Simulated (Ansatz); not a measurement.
H2O (SMILES O), charge 0, multiplicity 1, relaxed at each level with Ansatz (a program for electronic structure); harmonic frequencies from differences of analytic forces, average atomic masses, frozen cores.

```json
[
 {"level": "HF/def2-TZVPP", "O1–H2 (Å)": "0.9400", "O1–H3 (Å)": "0.9400", "H2–O1–H3 (°)": "106.2", "dipole (D)": "2.01"},
 {"level": "PBE/def2-TZVPP", "O1–H2 (Å)": "0.9692", "O1–H3 (Å)": "0.9692", "H2–O1–H3 (°)": "103.9", "dipole (D)": "1.91"},
 {"level": "r2SCAN/def2-TZVPP", "O1–H2 (Å)": "0.9603", "O1–H3 (Å)": "0.9603", "H2–O1–H3 (°)": "104.2", "dipole (D)": "1.94"},
 {"level": "B3LYP/def2-TZVPP", "O1–H2 (Å)": "0.9608", "O1–H3 (Å)": "0.9608", "H2–O1–H3 (°)": "104.9", "dipole (D)": "1.94"},
 {"level": "PBE0/def2-TZVPP", "O1–H2 (Å)": "0.9578", "O1–H3 (Å)": "0.9578", "H2–O1–H3 (°)": "104.7", "dipole (D)": "1.95"},
 {"level": "wB97X-V/def2-TZVPP", "O1–H2 (Å)": "0.9595", "O1–H3 (Å)": "0.9595", "H2–O1–H3 (°)": "104.8", "dipole (D)": "1.96"},
 {"level": "MP2/cc-pVTZ", "O1–H2 (Å)": "0.9591", "O1–H3 (Å)": "0.9591", "H2–O1–H3 (°)": "103.5", "dipole (D)": "1.94"},
 {"level": "CCSD(T)/cc-pVDZ", "O1–H2 (Å)": "0.9663", "O1–H3 (Å)": "0.9663", "H2–O1–H3 (°)": "101.9", "dipole (D)": "1.97"},
 {"level": "CCSD(T)/cc-pVTZ", "O1–H2 (Å)": "0.9594", "O1–H3 (Å)": "0.9594", "H2–O1–H3 (°)": "103.6", "dipole (D)": "1.92"},
 {"level": "CCSD(T)/cc-pVQZ", "O1–H2 (Å)": "0.9579", "O1–H3 (Å)": "0.9579", "H2–O1–H3 (°)": "104.1", "dipole (D)": "1.89"}
]
```

Measured: equilibrium bond lengths O-H 0.9573 Å [Piccardo et al., J. Phys. Chem. A 119, 2058 (2015), semi-experimental]; equilibrium angles H-O-H 104.53 ° [Piccardo et al., J. Phys. Chem. A 119, 2058 (2015), semi-experimental].
